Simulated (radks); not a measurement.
Charge is removed step by step from the 3s level of the vanadium ion V3+, starting from [Ar] 3d2. Method: scalar-relativistic Kohn-Sham, BLYP, spin-unpolarised, spherical densities, point nucleus; computed with a radial shooting solver on a logarithmic mesh with Libxc functionals.

removed (e)  E - E(0) (eV)  eigenvalue (eV)  E minus straight line (eV)
0                    0.000          -103.58                       0.000
0.125               13.102          -106.08                      -1.122
0.25                26.519          -108.61                      -1.929
0.375               40.253          -111.17                      -2.418
0.5                 54.308          -113.74                      -2.586
0.625               68.687          -116.34                      -2.431
0.75                83.391          -118.96                      -1.950
0.875               98.424          -121.60                      -1.141
1                   113.79          -124.26                       0.000

Removing the whole electron costs 113.79 eV by Delta-SCF, against 103.58 eV from minus the eigenvalue at the starting occupation. Slater's transition state (half an electron removed) gives 113.74 eV. Integrating minus the eigenvalue over the occupation (Janak's theorem) gives 113.80 eV. In this scalar-relativistic scheme the density is built from large components alone, so the theorem holds only approximately. The mean slope of the eigenvalue, de/dn, is 20.7 eV per electron.
